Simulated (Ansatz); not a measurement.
Program: Ansatz. Geometries: PBE0-D4/def2-TZVP. ΔE: electronic, gas phase. CBS: MP2 limit from def2 TZ/QZ plus the TZ coupled-cluster correction, frozen cores. This one scheme is used for every species. Functionals use def2-TZVPP. For Ga outer-core shells are correlated without core-valence functions, which leaves a few kJ/mol of doubt a bond. Scalar relativity is left out up to krypton. One conformer a species, not always the lowest.

`[F][Ga]([F])[SH]` + CH₃OH → `C[O][Ga]([F])[SH]` + H–F  (ligand exchange at a Ga–F bond)

(1) Is it downhill or uphill in electronic energy at CCSD(T)/CBS, and by how much? (An estimate is asked.)

(2) What do these levels give: revPBE-D4, r2SCAN0-D4, ωB97X-V, ωB97M-V, B2PLYP, BLYP, r2SCAN, r2SCAN0, BHLYP, RPA@PBE/def2-TZVPP, CCSD/def2-TZVPP, HF/CBS(def2)? (Best estimate.)

Largest T1 diagnostic among the species: 0.014.

Results:

(1) Computed: Uphill: ΔE = +18.8 kJ/mol.

(2) Computed: revPBE-D4 24.9, r2SCAN0-D4 27.8, ωB97X-V 29.6, ωB97M-V 28.8, B2PLYP 28.7, BLYP 35.6, r2SCAN 30.1, r2SCAN0 29.5, BHLYP 34.2, RPA@PBE/def2-TZVPP 21.8, CCSD/def2-TZVPP 24.1, HF/CBS(def2) 40.8 kJ/mol.

The D4 term adds −7.4 kJ/mol with B3LYP and −4.2 kJ/mol with PBE0; it sums over pairs of atoms, weighted by their polarisabilities, and B3LYP, whose exchange is more repulsive, gets the larger term. Leaving LDA and LC-ωPBE aside and taking each functional with its dispersion term where it has one, the values, not all of them listed here, spread over 8.1 kJ/mol, from revPBE-D4 to B97M-V. LDA lies −9.8 kJ/mol from PBE without D4. In def2-TZVPP, CCSD(T) changes the Hartree–Fock value by −17.5 kJ/mol (the triples alone add −2.4 kJ/mol) and MP2 by −20.2 kJ/mol.

B3LYP here is the variant with VWN-RPA as its local correlation; programs differ in this.
